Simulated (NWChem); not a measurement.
System: AlH2OCl; SMILES [OH][AlH][Cl]

Excerpt of the output:

```
             Northwest Computational Chemistry Package (NWChem) 7.3.0
             --------------------------------------------------------

 CS  symmetry detected

                             Geometry "geometry" -> ""
                             -------------------------

 Output coordinates in angstroms (scale by  1.889725989 to convert to a.u.)

  No.       Tag          Charge          X              Y              Z
 ---- ---------------- ---------- -------------- -------------- --------------
    1 Al                  13.0000    -0.53569306     0.54116144     0.00000000
    2 H                    1.0000    -2.07228572     0.84666566     0.00000000
    3 Cl                  17.0000     0.18505271    -1.43578539     0.00000000
    4 O                    8.0000     0.54807707     1.83999733     0.00000000
    5 H                    1.0000     1.50578286     1.80660854     0.00000000

 Effective nuclear repulsion energy (a.u.)     128.6457541870

      Symmetry information
      --------------------

 Group name             Cs
 Group number              2
 Group order               2
 No. of unique centers     5

  pbe96 is a nonlocal functional; adding pw91lda local functional.

                                 NWChem DFT Module
                                 -----------------

 Summary of "ao basis" -> "ao basis" (spherical)
 ------------------------------------------------------------------------------
       Tag                 Description            Shells   Functions and Types
 ---------------- ------------------------------  ------  ---------------------
 Al                         def2-svp                 8       18   4s3p1d
 H                          def2-svp                 3        5   2s1p
 Cl                         def2-svp                 8       18   4s3p1d
 O                          def2-svp                 6       14   3s2p1d

      Symmetry analysis of basis
      --------------------------

        a'         44
        a"         16

            General Information
            -------------------
          SCF calculation type: DFT
          Wavefunction type:  closed shell.
          No. of atoms     :     5
          No. of electrons :    40
           Alpha electrons :    20
            Beta electrons :    20
          Charge           :     0
          Spin multiplicity:     1
          Use of symmetry is: on ; symmetry adaption is: on
          Maximum number of iterations: 150
          AO basis - number of functions:    60
                     number of shells:    28
          Convergence on energy requested:  1.00D-06
          Convergence on density requested:  1.00D-05
          Convergence on gradient requested:  5.00D-04

              XC Information
              --------------
          PerdewBurkeErnzerhof Exchange Functional  1.000
            Perdew 1991 LDA Correlation Functional  1.000 local
           PerdewBurkeErnz. Correlation Functional  1.000 non-local

             Grid Information
             ----------------
          Grid used for XC integration:  medium
          Radial quadrature: Mura-Knowles
          Angular quadrature: Lebedev.
          Tag              B.-S. Rad. Rad. Pts. Rad. Cut. Ang. Pts.
          ---              ---------- --------- --------- ---------
          Al                  1.25       88           8.0       590
          H                   0.35       45          10.0       434
          Cl                  1.00       88          10.0       590
          O                   0.60       49           9.0       434
          Grid pruning is: on
          Number of quadrature shells:   315
          Spatial weights used:  Erf1

      Superposition of Atomic Density Guess
      -------------------------------------

 Sum of atomic energies:        -776.80464830

      Non-variational initial energy
      ------------------------------

 Total energy =    -777.267321
 1-e energy   =   -1331.323413
 2-e energy   =     425.410338
 HOMO         =      -0.420176
 LUMO         =       0.011650

      Symmetry analysis of molecular orbitals - initial
      -------------------------------------------------

  Numbering of irreducible representations:

     1 a'          2 a"

  Orbital symmetries:

     1 a'          2 a'          3 a'          4 a'          5 a'
     6 a'          7 a"          8 a'          9 a'         10 a'
    11 a"         12 a'         13 a'         14 a'         15 a'
    16 a'         17 a"         18 a'         19 a"         20 a'
    21 a'         22 a"         23 a'         24 a'         25 a'
    26 a'         27 a'         28 a"         29 a'         30 a"

   convergence    iter        energy       DeltaE   RMS-Dens  Diis-err
 ---------------- ----- ----------------- --------- --------- ---------
 d= 0,ls=0.0,diis     1   -778.3971971568 -9.07D+02  2.81D-02  7.40D-01
 d= 0,ls=0.0,diis     2   -778.0064667796  3.91D-01  2.07D-02  4.27D+00
 d= 0,ls=0.0,diis     3   -778.4693051436 -4.63D-01  5.75D-03  7.72D-02
 d= 0,ls=0.0,diis     4   -778.4756209388 -6.32D-03  2.68D-03  2.60D-02
 d= 0,ls=0.0,diis     5   -778.4795857200 -3.96D-03  2.60D-04  3.56D-04
  Resetting Diis
 d= 0,ls=0.0,diis     6   -778.4796253626 -3.96D-05  4.19D-05  1.27D-05
 d= 0,ls=0.0,diis     7   -778.4796267346 -1.37D-06  2.35D-05  5.04D-07
 d= 0,ls=0.0,diis     8   -778.4796265749  1.60D-07  1.36D-05  2.15D-06
 d= 0,ls=0.0,diis     9   -778.4796267991 -2.24D-07  2.70D-06  3.59D-08

         Total DFT energy =     -778.479626799121
      One electron energy =    -1333.755804786219
           Coulomb energy =      482.514237796878
    Exchange-Corr. energy =      -55.883813996768
 Nuclear repulsion energy =      128.645754186988

 Numeric. integr. density =       39.999999127476

                  Occupations of the irreducible representations
                  ----------------------------------------------

                     irrep           alpha         beta
                     --------     --------     --------
                     a'               16.0         16.0
                     a"                4.0          4.0

                       DFT Final Molecular Orbital Analysis
                       ------------------------------------

 Vector   18  Occ=2.000000D+00  E=-2.891252D-01  Symmetry=a'
              MO Center= -2.4D-01,  6.5D-01, -1.4D-15, r^2= 3.8D+00
   Bfn.  Coefficient  Atom+Function         Bfn.  Coefficient  Atom+Function
  ----- ------------  ---------------      ----- ------------  ---------------
    46      0.368763  4 O  py                49      0.260343  4 O  py
    35      0.246772  3 Cl py                19     -0.238879  2 H  s
    34     -0.238156  3 Cl px                20     -0.235170  2 H  s
    32      0.188863  3 Cl py                31     -0.181817  3 Cl px
     3     -0.172486  1 Al s                 44      0.158165  4 O  s

 Vector   19  Occ=2.000000D+00  E=-2.759756D-01  Symmetry=a"
              MO Center=  4.0D-01,  6.6D-01,  8.5D-17, r^2= 3.2D+00
   Bfn.  Coefficient  Atom+Function         Bfn.  Coefficient  Atom+Function
  ----- ------------  ---------------      ----- ------------  ---------------
    47      0.495865  4 O  pz                36     -0.400483  3 Cl pz
    50      0.375437  4 O  pz                33     -0.284572  3 Cl pz
    30     -0.167546  3 Cl pz                15      0.068624  1 Al d -1
    13      0.046272  1 Al pz                10      0.042823  1 Al pz
     7     -0.027411  1 Al pz                17     -0.025778  1 Al d  1

 Vector   20  Occ=2.000000D+00  E=-2.728444D-01  Symmetry=a'
              MO Center=  9.4D-02, -3.8D-01, -1.9D-16, r^2= 3.6D+00
   Bfn.  Coefficient  Atom+Function         Bfn.  Coefficient  Atom+Function
  ----- ------------  ---------------      ----- ------------  ---------------
    34      0.487578  3 Cl px                31      0.362914  3 Cl px
    46      0.319809  4 O  py                49      0.222630  4 O  py
    28      0.211781  3 Cl px                35      0.207214  3 Cl py
    32      0.152925  3 Cl py                19      0.130058  2 H  s
    20      0.117058  2 H  s                 29      0.089364  3 Cl py

 Vector   21  Occ=0.000000D+00  E=-4.846314D-02  Symmetry=a"
              MO Center= -5.4D-01,  4.9D-01,  3.5D-13, r^2= 3.8D+00
   Bfn.  Coefficient  Atom+Function         Bfn.  Coefficient  Atom+Function
  ----- ------------  ---------------      ----- ------------  ---------------
    13      0.751687  1 Al pz                10      0.385533  1 Al pz
    36     -0.276166  3 Cl pz                47     -0.226241  4 O  pz
    50     -0.224161  4 O  pz                 7     -0.193128  1 Al pz
    33     -0.154111  3 Cl pz                30     -0.087355  3 Cl pz
    17      0.050192  1 Al d  1              38      0.043248  3 Cl d -1

 Vector   22  Occ=0.000000D+00  E=-3.073995D-02  Symmetry=a'
              MO Center= -1.4D-01,  5.6D-01, -4.5D-15, r^2= 4.5D+00
   Bfn.  Coefficient  Atom+Function         Bfn.  Coefficient  Atom+Function
  ----- ------------  ---------------      ----- ------------  ---------------
     4      1.129585  1 Al s                 20     -0.572874  2 H  s
    44     -0.429145  4 O  s                 27     -0.330563  3 Cl s
    35     -0.325106  3 Cl py                 3      0.307870  1 Al s
     2      0.223077  1 Al s                 19     -0.211645  2 H  s
    57      0.198579  5 H  s                 26     -0.182739  3 Cl s

 Vector   23  Occ=0.000000D+00  E= 2.700828D-02  Symmetry=a'
              MO Center= -3.1D-01,  6.8D-01, -5.8D-15, r^2= 5.6D+00
   Bfn.  Coefficient  Atom+Function         Bfn.  Coefficient  Atom+Function
  ----- ------------  ---------------      ----- ------------  ---------------
    12      0.928808  1 Al py                44     -0.641750  4 O  s
    57      0.502656  5 H  s                 27      0.459506  3 Cl s
    11      0.328041  1 Al px                 4     -0.314939  1 Al s
    20      0.305140  2 H  s                 34     -0.271386  3 Cl px
     9      0.204469  1 Al py                 3     -0.199831  1 Al s

     Multipole analysis of the density
     ---------------------------------

     L   x y z        total         alpha         beta         nuclear
     -   - - -        -----         -----         ----         -------
     0   0 0 0     -0.000000    -20.000000    -20.000000     40.000000

     1   1 0 0      0.363096      0.181548      0.181548     -0.000000
     1   0 1 0      0.241592      0.120796      0.120796      0.000000
     1   0 0 1     -0.000000     -0.000000     -0.000000      0.000000

     2   2 0 0    -21.748926    -34.582020    -34.582020     47.415115
     2   1 1 0      1.717706     -0.476769     -0.476769      2.671244
     2   1 0 1     -0.000000     -0.000000     -0.000000      0.000000
     2   0 2 0    -26.434409   -138.057465   -138.057465    249.680522
     2   0 1 1     -0.000000     -0.000000     -0.000000      0.000000
     2   0 0 2    -21.267783    -10.633891    -10.633891      0.000000

                                 NWChem DFT Module
                                 -----------------

      Symmetry analysis of basis
      --------------------------

        a'         44
        a"         16

            General Information
            -------------------
          SCF calculation type: DFT
          Wavefunction type:  spin polarized.
          No. of atoms     :     5
          No. of electrons :    39
           Alpha electrons :    20
            Beta electrons :    19
          Charge           :     1
          Spin multiplicity:     2
          Use of symmetry is: on ; symmetry adaption is: on
          Maximum number of iterations: 150
          AO basis - number of functions:    60
                     number of shells:    28
          Convergence on energy requested:  1.00D-06
          Convergence on density requested:  1.00D-05
          Convergence on gradient requested:  5.00D-04

              XC Information
              --------------
          PerdewBurkeErnzerhof Exchange Functional  1.000
            Perdew 1991 LDA Correlation Functional  1.000 local
           PerdewBurkeErnz. Correlation Functional  1.000 non-local

             Grid Information
             ----------------
          Grid used for XC integration:  medium
          Radial quadrature: Mura-Knowles
          Angular quadrature: Lebedev.
          Tag              B.-S. Rad. Rad. Pts. Rad. Cut. Ang. Pts.
          ---              ---------- --------- --------- ---------
          Al                  1.25       88           8.0       590
          H                   0.35       45          10.0       434
          Cl                  1.00       88          10.0       590
          O                   0.60       49           9.0       434
          Grid pruning is: on
          Number of quadrature shells:   315
          Spatial weights used:  Erf1

      Superposition of Atomic Density Guess
      -------------------------------------

 Sum of atomic energies:        -776.80464830

 Renormalizing density from      40.00 to     39

      Non-variational initial energy
      ------------------------------

 Total energy =    -764.988871
 1-e energy   =   -1298.040327
 2-e energy   =     404.405702
 HOMO         =      -0.698667
 LUMO         =      -0.267180

   Symmetry analysis of molecular orbitals - initial alpha
   -------------------------------------------------------

  Numbering of irreducible representations:

     1 a'          2 a"

  Orbital symmetries:

     1 a'          2 a'          3 a'          4 a'          5 a'
     6 a'          7 a"          8 a'          9 a'         10 a'
    11 a"         12 a'         13 a'         14 a'         15 a'
    16 a'         17 a"         18 a"         19 a'         20 a'
    21 a'         22 a"         23 a'         24 a'         25 a'
    26 a'         27 a'         28 a"         29 a'         30 a"

   Symmetry analysis of molecular orbitals - initial beta
   ------------------------------------------------------

  Numbering of irreducible representations:

     1 a'          2 a"

  Orbital symmetries:

     1 a'          2 a'          3 a'          4 a'          5 a'
     6 a'          7 a"          8 a'          9 a'         10 a'
    11 a"         12 a'         13 a'         14 a'         15 a'
    16 a'         17 a"         18 a"         19 a'         20 a'
    21 a'         22 a"         23 a'         24 a'         25 a'
    26 a'         27 a'         28 a"         29 a'         30 a"

[...]
```

Level: PBE/def2-SVP, vertical spin-unrestricted ions. Structure relaxed at the PBE0/def2-SVP level.

Task: Reconstruct the input file.

Result: One answer among several that fit: the input that was run:
```
start job
memory heap 200 mb stack 900 mb global 1100 mb
geometry units angstroms noautoz
  Al    -0.579326     0.608741     0.000000
  H     -2.143871     0.690281     0.000000
  Cl     0.418009    -1.244126     0.000000
  O      0.306567     2.049826     0.000000
  H      1.259132     2.154397     0.000000
end
basis spherical
  * library def2-svp
end
dft
  xc xpbe96 cpbe96
  iterations 150
  vectors input atomic output neutral.movecs
end
task dft energy
charge 1
dft
  odft
  mult 2
  vectors input atomic output cation.movecs
end
task dft energy
```
